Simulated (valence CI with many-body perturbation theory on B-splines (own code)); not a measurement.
**Run record, Er18+**

Computed by valence CI with perturbative core correlation (CI+MBPT): four valence electrons over a frozen Dirac-Fock core [Kr] 4d10, a basis of 5 s, 5 p, 5 d, 5 f, 2 g functions for each j, with the one-electron correlation potential Σ1 (screened to all orders), the two-electron term Σ2, the three-electron term Σ3, Breit, model QED; selected single and double excitations, second order for the rest (own B-spline code, finite nucleus).

Command, and the settings that its task file holds:

```sh
python run_cv.py task.json out
```

```
atom Er  Z=68  mass_number=166  rms_radius_fm=5.2516
core [Kr] 4d10
valence 4f4
avg = 1
basis = S
breit = 1
cap = 10000
capref = 1200
cscale = 1
de = 0.0
dress = 0
eps = 2e-08
h = 0.27
hh = 1
l2 = 3
lcore = 6
maxit = 60
n2 = 5
natural = 1
nlev = 21
nno = [2, 2, 3, 3, 2]
nroot = 26
nsp = [3, 3, 2, 2, 0]
pt2 = 1
qed = 1
rpa = 1
s1 = 1
s2 = 1
s3 = 1
screen = 1
tol = 0.001
whole = 1
```

It took 95 s on 1 thread of Arm Neoverse N1 (shared host).

Log. The first blocks belong to the next ion, which gives the ionisation energy. Fields: 2J, parity (1 odd), roots, reference size, generating configurations, candidates as configurations/state functions, variational space P, stored matrix elements, Davidson steps; e2 is the range of second-order energies in hartree. The first line gives the box (bohr), its intervals, the orbitals and the steps of their self-consistent field. Window is the range of levels sought, series limit the energy at which the first omitted orbital would enter, core excitation an estimate of the first excitation out of the core, left out the lowest levels not solved, and shifts from estimates the range by which levels moved from their first estimate, all in cm⁻¹.

```
rmax 7.9 intervals 60 orbitals 39 references ['4f4', '4f3 5s', '4f2 5s2', '4f3 5p', '4f2 5s 5p'] scf 5 t 1.7
2J=9 par=1 roots 2 ref 51 generators 5 cand 1047/3056 P 321/997 nnz 0 it 0
2J=9 par=1 roots 2 ref 51 generators 9 cand 1379/3909 P 633/1935 nnz 0 it 3
   second order: generators 14 cand 1632/4545 e2 -0.00001 -0.00000
2J=11 par=1 roots 2 ref 37 generators 4 cand 900/2315 P 342/1000 nnz 0 it 0
2J=11 par=1 roots 2 ref 37 generators 10 cand 1400/3479 P 637/1834 nnz 0 it 3
   second order: generators 14 cand 1555/3760 e2 -0.00001 -0.00000
2J=13 par=1 roots 2 ref 22 generators 3 cand 780/1760 P 371/886 nnz 0 it 0
2J=13 par=1 roots 2 ref 22 generators 8 cand 993/2100 P 496/1204 nnz 0 it 0
   second order: generators 12 cand 1202/2512 e2 -0.00000 -0.00000
reference levels 431, estimated 51, window 54291 1/cm; series limit 1928768, core excitation 1338538
2J=8 par=0 roots 5 ref 59 generators 5 cand 960/9493 P 315/3574 nnz 3.2e+06 it 2
2J=8 par=0 roots 5 ref 59 generators 5 cand 845/8478 P 925/9993 nnz 2.3e+07 it 5
   second order: generators 8 cand 3889/58860 e2 -0.00004 -0.00001
2J=10 par=0 roots 5 ref 48 generators 4 cand 952/8321 P 291/3545 nnz 3.5e+06 it 2
2J=10 par=0 roots 5 ref 48 generators 4 cand 848/7314 P 938/9720 nnz 2.3e+07 it 5
   second order: generators 5 cand 1894/30696 e2 -0.00001 -0.00001
2J=12 par=0 roots 4 ref 39 generators 4 cand 881/6518 P 392/3517 nnz 3e+06 it 2
2J=12 par=0 roots 4 ref 39 generators 4 cand 732/5516 P 1023/8418 nnz 1.7e+07 it 4
   second order: generators 5 cand 1794/27306 e2 -0.00001 -0.00001
2J=14 par=0 roots 4 ref 25 generators 3 cand 739/4120 P 428/3512 nnz 3.4e+06 it 2
2J=14 par=0 roots 4 ref 25 generators 3 cand 610/3131 P 853/6131 nnz 9.5e+06 it 3
   second order: generators 4 cand 1894/16587 e2 -0.00001 -0.00001
2J=16 par=0 roots 4 ref 18 generators 4 cand 484/2005 P 670/3518 nnz 3.2e+06 it 2
2J=16 par=0 roots 4 ref 18 generators 4 cand 260/1000 P 876/4358 nnz 4.8e+06 it 2
   second order: generators 5 cand 1627/11166 e2 -0.00001 -0.00001
2J=2 par=0 roots 3 ref 30 generators 3 cand 786/4060 P 524/3538 nnz 3.2e+06 it 2
2J=2 par=0 roots 3 ref 30 generators 3 cand 614/3052 P 987/6016 nnz 8.2e+06 it 3
   second order: generators 8 cand 5208/41518 e2 -0.00002 -0.00001
2J=4 par=0 roots 5 ref 52 generators 5 cand 903/7474 P 380/3566 nnz 3.1e+06 it 2
2J=4 par=0 roots 5 ref 52 generators 5 cand 780/6458 P 1023/9070 nnz 1.8e+07 it 5
   second order: generators 9 cand 2802/34061 e2 -0.00002 -0.00001
2J=6 par=0 roots 4 ref 54 generators 3 cand 950/9096 P 284/3570 nnz 3.6e+06 it 2
2J=6 par=0 roots 4 ref 54 generators 3 cand 854/8080 P 921/9989 nnz 2.3e+07 it 5
   second order: generators 10 cand 5274/76707 e2 -0.00004 -0.00002
2J=18 par=0 roots 1 ref 7 generators 2 cand 374/946 P 407/1940 nnz 0 it 2
2J=18 par=0 roots 1 ref 7 generators 2 cand 303/725 P 493/2305 nnz 0 it 2
   second order: generators 4 cand 2922/17241 e2 -0.00001 -0.00001
2J=0 par=0 roots 1 ref 14 generators 4 cand 456/837 P 865/2024 nnz 0 it 2
2J=0 par=0 roots 1 ref 14 generators 4 cand 270/420 P 999/2264 nnz 0 it 2
   second order: generators 7 cand 4762/13967 e2 -0.00002 -0.00002
left out: unestimated 77757, estimated 62393, shifts from estimates -1 to 11
operators 7.0
```

The Davidson iterations converged.

No measured levels were compared; by estimate terms of the open shell hold to a few per cent of their energy, and close levels can change places. Only levels of the ground parity were solved; by the run's estimate the other parity begins above the list, which can be wrong where configurations are misplaced.

* Valence energy: -73.68677 hartree
* Ionisation energy: 440.27 eV (NIST: 450 ± 22 eV (theoretical))
* Reference configurations for the orbitals: 4f4, 4f3 5s, 4f2 5s2, 4f3 5p, 4f2 5s 5p
* Radial orbitals: 39
* Box radius: 7.859 bohr
* Largest variational space: 9993
* Lowest levels: 4f4 5I_4 0.0000, 4f4 5I_5 0.7559, 4f4 5I_6 1.500, 4f4 5I_7 2.207, 4f4 5I_8 2.874, 4f4 5F_1 3.539, 4f4 5F_2 3.556, 4f4 5F_3 4.056, 4f4 5F_4 [a] 4.120, 4f4 5S_2 4.243, 4f4 3K_6 4.618, 4f4 5G_2 4.737, 4f4 5G_3 4.944, 4f4 5F_4 [b] 4.963 eV

Names give the largest LS component (configuration and term), which can be under half, so a name can repeat, a term be missing and a line seem to break the LS rules; names also repeat where a configuration has a term twice. Letters in brackets count levels of one name in rising energy.
